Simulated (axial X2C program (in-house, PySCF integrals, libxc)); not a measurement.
# Levels of CaO⁻ by electron attachment to CaO (EOM-EA-CCSD)

Computed with an in-house all-electron X2C program for linear molecules (integrals from PySCF): two-component X2C with atomic mean-field Coulomb and Gaunt terms, Gaussian nuclei, basis Ca dyall-acv3z, O dyall-av3z with contracted cores.

R = 1.652 Å (0.920 times 1.796 Å, the PBE0 minimum at charge 0 for the lowest determinant).

Levels of CaO⁻ obtained by attaching an electron to CaO:

| Ω | binding energy (eV) | above lowest (cm⁻¹) | attached spinor | one-particle weight |
| --- | --- | --- | --- | --- |
| 1/2 | 0.536 | 0 | 70% Ca sσ, 26% Ca pσ | 0.99 |
| 1/2 | -0.192 | 5873 | 95% Ca pπ | 1.00 |
| 3/2 | -0.192 | 5874 | 95% Ca pπ | 1.00 |
| 1/2 | -0.261 | 6432 | 72% Ca pσ, 26% Ca sσ | 1.00 |
| 1/2 | -0.588 | 9067 | 69% Ca sσ, 26% Ca pσ | 1.00 |
| 1/2 | -0.742 | 10314 | 80% Ca pπ, 18% Ca dπ | 1.00 |
| 3/2 | -0.744 | 10323 | 80% Ca pπ, 18% Ca dπ | 1.00 |

Negative binding energies belong to unbound states, resonances or levels that the basis set holds; within some tenths of an eV of zero the sign is not settled.

This point took 11 s on 1 thread of AMD EPYC 9R45 96-Core Processor (Zen 5), with other jobs on the host.

Reference electrons by ω block (each with its −ω partner): 1/2: 11, 3/2: 3. 16 electrons of CaO correlated (inner shells frozen), 88 natural virtual spinors (a truncated set); levels can be off by some tenths of an eV. Roots sought by Ω: (1/2: 5, 3/2: 4, 5/2: 2, 7/2: 1); rows need 60 % one-particle weight and stop where some Ω has no more roots. Missing are any skipped roots, higher Ω and states of a further excitation; these come out far too high here and may in truth be low or lowest. T1 of the reference 0.027 (Lee–Taylor). Number of frozen shells: Ca 2 s, 1 p; O 1 s. Large amplitudes in the reference (orbital relaxation or multireference character) lower the reliability.
